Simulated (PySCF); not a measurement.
Computed IR spectrum (relative IR intensity) of a molecule C₄H₇F. Geometry: PBE-D3(BJ)/def2-SVP. The values are those of a single conformer. These are PBE-D3(BJ)/def2-SVP in PySCF 2.14.0 values and carry that method's errors. Frequencies are harmonic and unscaled.

Lines under 2 % of the strongest are left out, and lines within 2 cm⁻¹ are merged.

```tsv
ν (cm⁻¹)	relative intensity
460	4.5
604	2.5
800	9.7
817	52
917	32
979	11
1048	9.2
1216	19
1251	28
1308	36
1342	4.4
1349	2.1
1395	5.9
1417	8.2
1434	10
1702	100
2965	14
2980	23
3040	6.7
3071	19
3079	14
```

**Question.** Pick the molecule that these values belong to.
A) CC/C=C\F
B) CC1(F)CC1
C) C/C=C(\C)F
D) C=C(F)CC

**Answer.** D, C=C(F)CC
